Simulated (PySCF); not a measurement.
Working out the ionisation energy of Fe⁺

Fe⁺ [Ar] 3d6 4s1 (6D) → Fe²⁺ [Ar] 3d6 (5D). Calculation: PySCF 2.14, in def2-TZVPPD (6s6p4d2f1g, 67 functions); the non-relativistic Hamiltonian (point nucleus). Frozen: [Ne]. Energies in hartree (1 hartree = 27.21139 eV):

```csv
part,Fe⁺ (lower),Fe²⁺ (upper)
UHF,-1262.195051,-1261.639579
CCSD correlation,-0.464974,-0.437961
(T),-0.009170,-0.007325
```

Question: What does Hartree-Fock give?

Answer: (-1261.639579) − (-1262.195051) = 0.555472 hartree = 15.115 eV.

Question: What do CCSD and CCSD(T) give?

Answer: The CCSD correlation energies differ by 0.027013 hartree = 0.735 eV and the triples by 0.001845 hartree = 0.050 eV, so CCSD gives 15.850 eV and CCSD(T) 15.900 eV.

A first-order spin-orbit estimate adds -0.001 eV to CCSD(T) (valence and next inner shell), giving 15.899 eV against 16.199 eV (measured; NIST Atomic Spectra Database, ionization energies).

The calculation is non-relativistic.

What remains against the reference includes basis incompleteness, the frozen core and higher excitations.
